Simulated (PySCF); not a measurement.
Isomers of C6H6FNO, one GFN2-xTB conformer each. Single-point energies are computed at PBE0/pcSseg-1 (PySCF, gas phase, no added dispersion term), electronic only.

Question: Rank them by PBE0/pcSseg-1 energy, lowest first (kcal/mol).
A. `[F:1][c:2]1[o:3][n:4][cH:5][c:6]1[CH:7]1[CH2:8][CH2:9]1` with C5–C6–C7–C8 35°
B. `[CH3:1][C:2](=[O:3])/[C:4](=[CH:5]\[C:6]#[N:7])[CH2:8][F:9]` with C1–C2–C4–C5 0°, C2–C4–C8–F9 180°
C. `[CH:1]#[C:2][C@@H:3]1[C:4](=[O:5])[NH:6][CH2:7][C@@H:8]1[F:9]` with C2–C3–C4–O5 81°, C3–C4–N6–C7 -1°, C4–N6–C7–C8 -18°, N6–C7–C8–F9 151°
D. `[F:1][c:2]1[cH:3][o:4][n:5][c:6]1[CH:7]1[CH2:8][CH2:9]1` with N5–C6–C7–C8 -34°
E. `[O:1]=[CH:2][NH:3][C:4]1=[CH:5][CH2:6][C:7]([F:8])=[CH:9]1` with O1–C2–N3–C4 0°, C2–N3–C4–C5 0°
F. `[N:1]#[C:2][C@@H:3]1[CH:4]=[C:5]([F:6])[O:7][CH2:8][CH2:9]1` with C2–C3–C4–C5 -103°, C4–C5–O7–C8 12°, C5–O7–C8–C9 -43°, O7–C8–C9–C3 61°

Answer: E (0.0), F (10.4), B (13.7), C (21.9), A (42.3), D (44.3).

As drawn, the lowest has a C=O bond, an N–H bond and a C(=O)–N unit, which the highest lacks; the highest has an aromatic ring, a three-membered ring and an N–O linkage, which the lowest lacks. Neighbours under 2.5 kcal/mol apart (Fc1oncc1C1CC1 and Fc1conc1C1CC1) can change places with a better method, another conformer or zero-point energy. GFN2-xTB itself gives, in the same order: 0.0, 11.8, 31.3, 15.5, 24.4, 23.7. Both levels put the same isomer lowest; measured from each level's own lowest isomer, the values differ by up to 20.6 kcal/mol (Fc1conc1C1CC1: 23.7 against 44.3).

Which frontier levels, dipoles and rotational constants go with these structures?

| SMILES | HOMO (eV, PBE0/pcSseg-1) | LUMO (eV) | dipole (D) | A, B, C (MHz) |
| --- | --- | --- | --- | --- |
| O=CNC1=CCC(F)=C1 | -6.18 | -0.79 | 2.67 | 5340, 886.5, 763.9 |
| N#C[C@@H]1C=C(F)OCC1 | -7.27 | 0.16 | 3.64 | 2850, 1287, 1067 |
| CC(=O)/C(=C\C#N)CF | -8.21 | -2.99 | 1.25 | 1973, 1376, 819.0 |
| C#C[C@@H]1C(=O)NC[C@@H]1F | -7.42 | 0.19 | 3.28 | 2189, 1697, 1151 |
| Fc1oncc1C1CC1 | -7.16 | -0.35 | 3.49 | 3107, 1271, 970.7 |
| Fc1conc1C1CC1 | -7.67 | -0.61 | 1.46 | 2971, 1323, 985.6 |
